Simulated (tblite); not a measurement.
C₅H₈NO₂ (doublet state).
Atom-mapped SMILES: `[NH2:1][C:2](=[O:3])[C@@H:4]1[CH2:5][CH:6][O:7][CH2:8]1` (hydrogens: H9, H10 on N1; H11 on C4; H12, H13 on C5; H14 on C6; H15, H16 on C8)

Geometry (GFN2-xTB, Å), atoms numbered from 1 in this order:
```xyz
16
C5H8NO2 angstrom
N      1.6190    0.1062   -0.9698
C      1.3185   -0.8423   -0.0595
O      2.0895   -1.7137    0.2745
C     -0.0790   -0.7018    0.5425
C     -1.1504   -0.4828   -0.5358
C     -1.1336    1.0016   -0.6596
O     -0.6858    1.5970    0.4927
C     -0.1856    0.5984    1.3613
H      0.9263    0.7879   -1.2542
H      2.5178    0.0846   -1.4213
H     -0.2640   -1.5791    1.1615
H     -2.1241   -0.8572   -0.1870
H     -0.9213   -0.9904   -1.4739
H     -1.8221    1.5913   -1.2365
H     -0.8896    0.4787    2.1943
H      0.7768    0.9305    1.7595
```

Method: GFN2-xTB as coded in tblite; computed harmonic values from a numerical Hessian at the method's own geometry, unscaled. Against measured fundamentals such values can be off by several per cent, at times by over 20. One conformer, not necessarily the lowest. Open shells enter through the occupations alone, without spin polarisation, and single modes of such species can be off by tens of per cent.

Harmonic wavenumbers (cm⁻¹): 58.8, 131.3, 177.5, 234.1, 287.1, 388.6, 412.3, 492.1, 508.5, 577.6, 675.7, 744.2, 750.4, 816.0, 912.1, 974.0, 988.5, 994.9, 1028.2, 1052.3, 1074.0, 1113.6, 1147.9, 1170.2, 1210.2, 1253.3, 1265.2, 1284.4, 1292.9, 1329.8, 1436.9, 1465.7, 1473.6, 1769.8, 2844.2, 2901.6, 2966.9, 2981.9, 3011.6, 3122.2, 3314.0, 3508.2.

A = 3937, B = 1647, C = 1595 MHz; mass 114.056 u (most abundant isotopes); point group C1, symmetry number 1; spin multiplicity 2.

Task: What is the zero-point energy?

Result: ½Σν̃ = 27571 cm⁻¹ = 78.83 kcal/mol.

Task: Give the ideal-gas entropy at 200 K and 1 bar in the rigid-rotor, harmonic-oscillator model (classical rotation).

Result: Translation 38.15, rotation 26.64, vibration 11.50, spin (R ln 2) 1.38: S = 77.7 cal/(mol K).

Task: And Cp and H(200 K) − H(0)?

Result: Cp = 22.48 cal/(mol K), of which vibrations give 14.53 (their classical limit is 42 R = 83.5); H(200 K) − H(0) = 2.92 kcal/mol without the zero-point energy, 1.33 from vibrations.

Task: Blend soft modes into free rotors: weight 1/[1 + (100 cm⁻¹/ν̃)⁴] for the oscillator and the rest for a rotor with moment μB/(μ + B), μ = h/(8π²ν), B = 10⁻⁴⁴ kg m². What vibrational entropy results?

Result: 10.91 cal/(mol K) in place of 11.50, which changes −T·S at 200 K by +0.12 kcal/mol.

Task: Which modes carry the vibrational entropy at 200 K?

Result: 58.8 cm⁻¹: 3.71; 131.3 cm⁻¹: 2.17; 177.5 cm⁻¹: 1.63; 234.1 cm⁻¹: 1.17; 287.1 cm⁻¹: 0.87; 388.6 cm⁻¹: 0.49 cal/(mol K); the other 36 give 1.47 together.

Hindered rotation and anharmonicity are outside this model. Other conformers, if any are populated, would add a mixing term that is left out. The structure is chiral; the term R ln 2 for an equal mix with its mirror image is left out.
